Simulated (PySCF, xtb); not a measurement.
C₆H₆O, SMILES C1=C[C@H]2C=C[C@@H]1O2. The values are those of a single conformer.

Harmonic wavenumbers (cm⁻¹) from GFN2-xTB in xtb 6.7.1 at its own minimum, in rising order: 420, 422, 531, 610, 720, 744, 801, 806, 814, 826, 858, 912, 933, 940, 950, 982, 1029, 1054, 1111, 1147, 1163, 1173, 1202, 1223, 1236, 1630, 1661, 3044, 3046, 3162, 3164, 3180, 3181.

Task: What does PySCF with PBE-D3(BJ)/def2-SVP give at its own minimum? (Estimate from the structure and the level; the computed values follow.)

Result: 414, 420, 525, 591, 657, 700, 702, 791, 816, 858, 863, 866, 882, 882, 904, 933, 999, 1031, 1106, 1153, 1177, 1211, 1223, 1251, 1275, 1579, 1621, 3074, 3077, 3161, 3162, 3186, 3188. Paired by order, the mean absolute difference is 28 cm⁻¹ and the zero-point energies are 63.9 and 63.3 kcal/mol.
